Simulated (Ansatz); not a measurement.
BClH (SMILES [BH]Cl) moved off its minimum; all values from Ansatz (a quantum-chemistry and plane-wave program), cores frozen in correlated methods. Open shells are unrestricted.
(charge 0, multiplicity 2)
```xyz
3

B     -1.09891     0.40620    -0.04609
Cl     0.49838    -0.10528     0.06954
H     -2.08469    -0.10193     0.06303
```

Question: Give the forces (eV/Å), the total energy and the dipole at CCSD(T)/aug-cc-pV(T+d)Z.

Answer: 
| atom | Fx | Fy | Fz |
|---|---|---|---|
| B1 | 0.983 | 1.896 | -0.413 |
| Cl2 | 0.707 | -0.531 | 0.118 |
| H3 | -1.690 | -1.365 | 0.295 |
Energy -485.0637 hartree, dipole 0.62 D.
